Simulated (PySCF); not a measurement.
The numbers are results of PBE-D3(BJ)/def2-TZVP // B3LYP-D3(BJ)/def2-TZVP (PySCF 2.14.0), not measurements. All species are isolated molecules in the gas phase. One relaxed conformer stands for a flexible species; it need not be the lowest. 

Reference species (SMILES): `C1=CCN1` (neutral, multiplicity 1).

```yaml
LUMO: -0.34 eV
HOMO: -5.01 eV
HOMO–LUMO gap: 4.68 eV
```

After one change: the LUMO falls by 2.08 eV; the HOMO decreases by 1.16 eV; the HOMO–LUMO gap decreases by 0.92 eV.

Question: Which change was made? The new species is one of these.
A) `C=C=NC`
B) `C1=NCC1`
C) `CC=C=N`
D) `[H]/N=C\C=C` (C–C–C–N torsion 180°)

Answer: D, `[H]/N=C\C=C` (C–C–C–N torsion 180°)
